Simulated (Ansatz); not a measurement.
The pair A = CH4 (SMILES C) (first 5 atoms), B = H4OSi (SMILES O[SiH3]); geometry from B3LYP-D3(BJ)/def2-TZVP.
(charge 0, multiplicity 1):
```xyz
11

C      0.0210    -0.1589     0.0474
H     -0.1249     0.6492     0.7624
H     -0.3676    -1.0875     0.4642
H     -0.5072     0.0706    -0.8773
H      1.0841    -0.2744    -0.1611
O     -0.0175     1.2971     3.4036
Si    -0.1028    -0.2839     3.8826
H      0.7561     1.8087     3.6514
H      1.0159    -1.0855     3.3294
H     -1.3890    -0.7918     3.3689
H     -0.0663    -0.4028     5.3617
```

Cores are frozen in the correlated methods. MP2 and its Hartree–Fock in aug-cc-pV(T+d)Z are density fitted.

The values were computed with Ansatz (a program for electronic structure) with Gaussian orbitals. Values without a source in brackets are computed.

The counterpoise-corrected interaction energy is E(AB) − E(A in the pair's basis) − E(B in the pair's basis). Total energies (hartree):

```csv
level,AB,A in the pair's basis,B in the pair's basis
HF/aug-cc-pV(D+d)Z,-406.3752630,-40.1997866,-366.1764846
MP2/aug-cc-pV(D+d)Z,-406.8627853,-40.3680115,-366.4937822
HF/aug-cc-pV(T+d)Z,-406.4261788,-40.2135877,-366.2136130
MP2/aug-cc-pV(T+d)Z,-407.0148069,-40.4145267,-366.5990039
CCSD(T)/aug-cc-pV(D+d)Z,-406.9272751,-40.3958517,-366.5303212
```

Question: Work out the counterpoise-corrected interaction energy at the basis-set limit: extrapolate the MP2 correlation part as X⁻³, take Hartree–Fock from the larger set, and add the CCSD(T) − MP2 difference of aug-cc-pV(D+d)Z.

Answer: 
1. Differences (1 hartree = 627.509 kcal/mol): HF/aug-cc-pV(D+d)Z 0.633; MP2/aug-cc-pV(D+d)Z -0.622; HF/aug-cc-pV(T+d)Z 0.641; MP2/aug-cc-pV(T+d)Z -0.801; CCSD(T)/aug-cc-pV(D+d)Z -0.692.
2. Correlation parts, MP2 less HF: -1.255 in aug-cc-pV(D+d)Z (X = 2), -1.442 in aug-cc-pV(T+d)Z (X = 3).
3. Limit (3³·(-1.442) − 2³·(-1.255))/(3³ − 2³) = -1.521; with HF/aug-cc-pV(T+d)Z it gives -0.880.
4. CCSD(T) less MP2 in aug-cc-pV(D+d)Z: -0.069.
Result: -0.95 kcal/mol, against -0.62 at MP2/aug-cc-pV(D+d)Z. It is an estimate of this method's limit, not of the exact value.
